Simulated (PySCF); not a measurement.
These 2 structures share the formula CH2ClF3Si. The calculation used PBE0-D3(BJ)/def2-SVP geometry optimisation, gas phase (PySCF 2.14.0). One conformer each; no zero-point energy, no entropy. No frequencies were run at this level. Point groups hold within 0.08 Å.

Question: Rank from lowest to highest electronic energy at this level (kcal/mol).
A. `FC(F)(F)[SiH2]Cl`
B. `[F:1][SiH2:2][C:3]([F:4])([F:5])[Cl:6]` with F1–Si2–C3–F4 62°

Answer: A (0.0), B (5.1).

As drawn, the higher has an Si–F bond, which the lower lacks.

```
          SMILES       E (Eh)  E rel (kcal/mol)  dipole (D)  point group     A, B, C (MHz)
FC(F)(F)[SiH2]Cl  -1087.48582               0.0        1.76           Cs  4126, 1366, 1270
F[SiH2]C(F)(F)Cl  -1087.47765               5.1        1.71           C1  2967, 1741, 1467
```

Question: How do the relative energies change in single points at B3LYP/pcSseg-2 (no added dispersion term) on the same geometries?

Answer: 
| SMILES | PBE0-D3(BJ)/def2-SVP (kcal/mol) | B3LYP/pcSseg-2 (kcal/mol) | shift |
| --- | --- | --- | --- |
| FC(F)(F)[SiH2]Cl | 0.0 | 3.0 | +3.0 |
| F[SiH2]C(F)(F)Cl | 5.1 | 0.0 | -5.1 |

Each column counts from its own lowest isomer. F[SiH2]C(F)(F)Cl becomes the lowest; the largest shift is 5.1 kcal/mol.

Question: As an exercise, what shares would exp(−E/RT) give at 1000 K from these electronic energies alone (no entropy, no degeneracies)?

Answer: RT = 1.987 kcal/mol: FC(F)(F)[SiH2]Cl 92.9 %, F[SiH2]C(F)(F)Cl 7.1 %.
